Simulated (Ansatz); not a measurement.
Other settings, tried on SiHMe2(NiPr2) (C₈H₂₁NSi).

```yaml
crystal:
  periodic: [false, false, false]
  atoms:
    - {symbol: Si, position_ang: [0.773645, 1.353931, 0.564032]}
    - {symbol: H, position_ang: [0.756417, 1.378620, 2.060413]}
    - {symbol: C, position_ang: [2.562873, 1.366433, -0.026033]}
    - {symbol: H, position_ang: [3.121351, 0.513905, 0.393540]}
    - {symbol: H, position_ang: [3.076593, 2.294253, 0.277304]}
    - {symbol: H, position_ang: [2.625433, 1.299560, -1.125416]}
    - {symbol: C, position_ang: [-0.086900, 2.900939, -0.081070]}
    - {symbol: H, position_ang: [-1.121193, 2.961426, 0.294856]}
    - {symbol: H, position_ang: [-0.129476, 2.910220, -1.183379]}
    - {symbol: H, position_ang: [0.445616, 3.813653, 0.235460]}
    - {symbol: N, position_ang: [-0.056418, -0.097442, 0.058301]}
    - {symbol: C, position_ang: [-0.177930, -0.346660, -1.380874]}
    - {symbol: C, position_ang: [0.561282, -1.614397, -1.826294]}
    - {symbol: C, position_ang: [-1.634277, -0.339323, -1.861475]}
    - {symbol: C, position_ang: [-0.644094, -1.086319, 0.968764]}
    - {symbol: C, position_ang: [0.412212, -1.764648, 1.847819]}
    - {symbol: C, position_ang: [-1.782297, -0.497323, 1.809266]}
    - {symbol: H, position_ang: [0.323849, 0.503186, -1.885208]}
    - {symbol: H, position_ang: [0.114401, -2.517945, -1.378906]}
    - {symbol: H, position_ang: [0.518721, -1.734048, -2.921362]}
    - {symbol: H, position_ang: [1.618616, -1.571571, -1.520864]}
    - {symbol: H, position_ang: [-2.208391, -1.168433, -1.415096]}
    - {symbol: H, position_ang: [-2.127848, 0.604744, -1.581829]}
    - {symbol: H, position_ang: [-1.691113, -0.451880, -2.956658]}
    - {symbol: H, position_ang: [-1.088855, -1.875519, 0.335601]}
    - {symbol: H, position_ang: [0.888725, -1.033480, 2.521881]}
    - {symbol: H, position_ang: [1.200516, -2.217464, 1.226240]}
    - {symbol: H, position_ang: [-0.034817, -2.554738, 2.474121]}
    - {symbol: H, position_ang: [-2.261106, -1.270517, 2.433180]}
    - {symbol: H, position_ang: [-1.404800, 0.289525, 2.483325]}
    - {symbol: H, position_ang: [-2.550726, -0.048681, 1.160370]}
basis:
  gaussian: {orbitals: def2-SVPD, nuclear_model: gaussian}
hamiltonian: {xc: {name: LC-wPBE}}
output: {forces: true}
```

```sh
$ ansatz run in.yaml --threads 4 --pin off --events-out ev --progress --plain --max-ram 6963MiB
```

Output, abridged:

```
Functional definition: LC-wPBE
3099 factors; their error is unknown
1553 factors; integrals over basis functions are off by at most 3.2e-6 eV
mean field evaluation 1: about -17982.3936 eV, gradient 6.0e1 eV
mean field evaluation 2: about -17987.0829 eV, gradient 4.1e1 eV
mean field evaluation 4: about -17990.7921 eV, gradient 3.1e0 eV
mean field evaluation 8: about -17990.8267 eV, gradient 1.1e-1 eV
mean field evaluation 16: about -17990.6618 eV, gradient 3.3e-4 eV
mean field -17990.66178920 eV, -661.1446262445 hartree, gradient 3.1e-5 eV, S^2 0.000000; 0 other end points of the search recorded, 0 dependent functions left out
reference -17990.66178921 eV, -661.1446262450 hartree; 45, 45 occupied and 327, 327 virtual orbitals, 3099 factors
Total energy: -17990.66178921 eV, -661.1446262450 hartree
Atom 0 at     0.773645     1.353931     0.564032 Å, force    -0.035767    -0.063372    -0.086245 eV/Å
Atom 1 at     0.756417     1.378620     2.060413 Å, force     0.004129     0.003758    -0.063361 eV/Å
Atom 2 at     2.562873     1.366433    -0.026033 Å, force     0.056930     0.002905    -0.020976 eV/Å
Atom 3 at     3.121351     0.513905     0.393540 Å, force    -0.078557     0.110551    -0.042073 eV/Å
Atom 4 at     3.076593     2.294253     0.277304 Å, force    -0.081446    -0.120736    -0.030067 eV/Å
Atom 5 at     2.625433     1.299560    -1.125416 Å, force    -0.021362     0.012543     0.141991 eV/Å
Atom 6 at    -0.086900     2.900939    -0.081070 Å, force    -0.024137     0.051291    -0.021028 eV/Å
Atom 7 at    -1.121193     2.961426     0.294856 Å, force     0.137191    -0.012509    -0.036064 eV/Å
Atom 8 at    -0.129476     2.910220    -1.183379 Å, force     0.014385    -0.011972     0.142788 eV/Å
Atom 9 at     0.445616     3.813653     0.235460 Å, force    -0.062196    -0.131406    -0.032430 eV/Å
Atom 10 at    -0.056418    -0.097442     0.058301 Å, force    -0.076972    -0.132111    -0.066560 eV/Å
Atom 11 at    -0.177930    -0.346660    -1.380874 Å, force     0.021342     0.037205     0.027939 eV/Å
Atom 12 at     0.561282    -1.614397    -1.826294 Å, force     0.001614    -0.010165     0.033308 eV/Å
Atom 13 at    -1.634277    -0.339323    -1.861475 Å, force    -0.010783    -0.003581     0.032454 eV/Å
Atom 14 at    -0.644094    -1.086319     0.968764 Å, force     0.032358     0.055528    -0.050334 eV/Å
Atom 15 at     0.412212    -1.764648     1.847819 Å, force     0.022942     0.019187     0.003926 eV/Å
Atom 16 at    -1.782297    -0.497323     1.809266 Å, force     0.005440     0.029480     0.003127 eV/Å
Atom 17 at     0.323849     0.503186    -1.885208 Å, force    -0.086068    -0.145118     0.099272 eV/Å
Atom 18 at     0.114401    -2.517945    -1.378906 Å, force     0.053192     0.133569    -0.066698 eV/Å
Atom 19 at     0.518721    -1.734048    -2.921362 Å, force    -0.005899     0.037349     0.159241 eV/Å
Atom 20 at     1.618616    -1.571571    -1.520864 Å, force    -0.158295     0.011144    -0.050128 eV/Å
Atom 21 at    -2.208391    -1.168433    -1.415096 Å, force     0.091349     0.111138    -0.066351 eV/Å
Atom 22 at    -2.127848     0.604744    -1.581829 Å, force     0.089496    -0.132768    -0.045739 eV/Å
Atom 23 at    -1.691113    -0.451880    -2.956658 Å, force     0.031816     0.015520     0.159976 eV/Å
Atom 24 at    -1.088855    -1.875519     0.335601 Å, force     0.087241     0.153752     0.102364 eV/Å
Atom 25 at     0.888725    -1.033480     2.521881 Å, force    -0.080453    -0.101967    -0.097115 eV/Å
Atom 26 at     1.200516    -2.217464     1.226240 Å, force    -0.128662     0.061980     0.078907 eV/Å
Atom 27 at    -0.034817    -2.554738     2.474121 Å, force     0.045046     0.121556    -0.098581 eV/Å
Atom 28 at    -2.261106    -1.270517     2.433180 Å, force     0.085720     0.098695    -0.097583 eV/Å
Atom 29 at    -1.404800     0.289525     2.483325 Å, force    -0.045345    -0.121847    -0.097315 eV/Å
Atom 30 at    -2.550726    -0.048681     1.160370 Å, force     0.115753    -0.079598     0.083354 eV/Å
Dipole moment:    -0.035811    -0.066319    -0.146156 e Å
```

Run time 51 s (4 threads of Intel Xeon on a shared host), peak host memory 1.8 GiB.

LC-ωPBE has ω = 0.4 bohr⁻¹.
